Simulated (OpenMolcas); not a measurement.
A calculation on Kr2+.

| Property | Result |
| --- | --- |
| Program | OpenMolcas |
| Method | MS-RASPT2, IPEA 0.25 Eh, imaginary shift 0.1 Eh (closed shells correlated: 3d) |
| Basis | ANO-RCC-VTZP [6s5p3d1f] |
| Scalar Hamiltonian | DKH2, point nucleus |
| Active space | 6 electrons in 9 orbitals (RAS2 4s 4p; RAS3 4d, at most 2 electrons) |
| State averaging | 2S+1 = 3 even, 3 roots; 2S+1 = 1 even, 7 roots; 2S+1 = 3 odd, 3 roots; 2S+1 = 1 odd, 3 roots |
| Spin-orbit coupling | RASSI with atomic mean-field integrals over the reference wave functions, term energies averaged over their components |

Task: Which level of the active space comes out lowest?

Result: 4s2 4p4 3P2, with 97 % of that term; it is also the measured ground level.

Task: How high does 4s2 4p4 3P0 lie?

Result: 4930 cm-1 above the lowest level; measured 5313 cm-1 above the ground level, so the calculation is off by -7 %.

Task: How high does 4s 4p5 3P* 2 lie?

Result: 115930 cm-1 above the lowest level; measured 115931 cm-1 above the ground level, so the calculation is off by 0 %.

Task: How high does 4s2 4p4 1S0 lie?

Result: 33510 cm-1 above the lowest level; measured 33080 cm-1 above the ground level, so the calculation is off by +1 %.

Task: The level at 0.0 cm-1 has J = 2. What is it made of, and what is its g factor?

Result: 97 % 4s2 4p4 3P2, 3 % 4s2 4p4 1D; g = 1.486, against 1.501 from Landé's formula for the pure leading term.

Measured values: Saloman, J. Phys. Chem. Ref. Data 36, 215 (2007).

The run also gave levels led by 4s2 4p3 4d, which use shells meant for correlation; these and all levels above them are left out. Some terms mix strongly with configurations of 4d, whose occupation reaches 0.24 (4s 4p5 3P*). Measured partners are found by configuration, term and J. A level has none where our copy of the source lacks it or the pairing is in doubt (some pairs that miss far off the trend of their configuration count as doubtful), and it then counts in no deviation. Levels of configurations outside the active space are missing.

* marks odd parity.
